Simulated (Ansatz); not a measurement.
Basis-set extrapolation for C2Cl3F3, SMILES `FC(F)(Cl)C(F)(Cl)Cl` (PBE0-D4/def2-TZVP geometry, frozen core, Ansatz). Multiplicity 1, RHF reference.

```
                       def2-TZVPP    def2-QZVPP
                 HF  -1752.717213  -1752.770964
    MP2 correlation     -1.631100     -1.784667
CCSD(T) correlation     -1.740253       not run
```

Energies in hartree. Use E(X) = E(∞) + A·exp(−7.88·√X) for Hartree–Fock and E(X) = E(∞) + B·X^(−2.97) for correlation, with X = 3 and 4, and add CCSD(T) minus MP2 of the smaller set to the MP2 limit.

Q: What is the CCSD(T) energy at the basis-set limit?

A: HF limit: -1752.770964 + (-0.053751) × 0.13774 = -1752.77837. MP2 limit: -1.784667 + (-0.153567) × 0.74074 = -1.89842. Higher-order term: -1.740253 − (-1.631100) = -0.10915. Total: -1754.78594 hartree, 862.4 kJ/mol below CCSD(T)/def2-TZVPP.
